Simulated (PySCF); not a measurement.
## Correlation energy of Kr²⁺ (krypton, charge +2)

[Ar] 3d10 4s2 4p4, high-spin 3P determinant. Computed with PySCF 2.14 in Sapporo-DKH3-DZP-2012, with the spin-free X2C one-electron Hamiltonian (Gaussian nucleus). Frozen: [Ar] 3d10; 6 electrons correlated.

MP2 pair energies summed by pair of shells (mhartree):

```csv
pair,energy,share (%)
4p-4p,-38.77,49.7
4s-4p,-33.72,43.2
4s-4s,-5.51,7.1
```

Total MP2 correlation energy: -78.00 mhartree.

Same-spin part -19.59 and opposite-spin part -58.41 mhartree; SCS-MP2 scales them by 1/3 and 6/5 to -76.62 mhartree.

```csv
level,correlation energy (mhartree)
CCSD,-93.46
(T),-1.04
CCSD(T),-94.50
```

Diagnostics: T1 = 0.0059, D1 = 0.0195, largest double amplitude 0.049.

Cost of the coupled-cluster step: 0.22 s of wall time on 1 thread of Intel(R) Xeon(R) 6975P-C (shared host), for 6 correlated electrons.

Iterations:

```
CC2 = 0
CCSD nocc = (np.int64(4), np.int64(2)), nmo = (29, 29)
frozen orbitals [[0, 1, 2, 3, 4, 5, 6, 7, 8, 9, 10, 11, 12, 13], [0, 1, 2, 3, 4, 5, 6, 7, 8, 9, 10, 11, 12, 13]]
max_cycle = 100
direct = 0
conv_tol = 1e-08
conv_tol_normt = 1e-06
diis_space = 8
diis_start_cycle = 0
Init t2, MP2 energy = -0.0779983607691407
Init E_corr(UCCSD) = -0.0779983607716573
cycle = 1  E_corr(UCCSD) = -0.0899908742255629  dE = -0.0119925135  norm(t1,t2) = 0.0327745
cycle = 2  E_corr(UCCSD) = -0.0924407124965835  dE = -0.00244983827  norm(t1,t2) = 0.0100734
cycle = 3  E_corr(UCCSD) = -0.0934721176955641  dE = -0.0010314052  norm(t1,t2) = 0.00370174
cycle = 4  E_corr(UCCSD) = -0.0934541826617077  dE = 1.79350339e-05  norm(t1,t2) = 0.000333065
cycle = 5  E_corr(UCCSD) = -0.0934573600319543  dE = -3.17737025e-06  norm(t1,t2) = 5.61622e-05
cycle = 6  E_corr(UCCSD) = -0.0934570799910444  dE = 2.8004091e-07  norm(t1,t2) = 8.22392e-06
cycle = 7  E_corr(UCCSD) = -0.0934571384494029  dE = -5.84583586e-08  norm(t1,t2) = 1.52931e-06
cycle = 8  E_corr(UCCSD) = -0.093457112444083  dE = 2.600532e-08  norm(t1,t2) = 2.51138e-07
cycle = 9  E_corr(UCCSD) = -0.0934571154896798  dE = -3.04559683e-09  norm(t1,t2) = 4.03362e-08
UCCSD converged
E(UCCSD) = -2786.865936617682  E_corr = -0.0934571154896798
UCCSD(T) correction = -0.00103741954197396
```
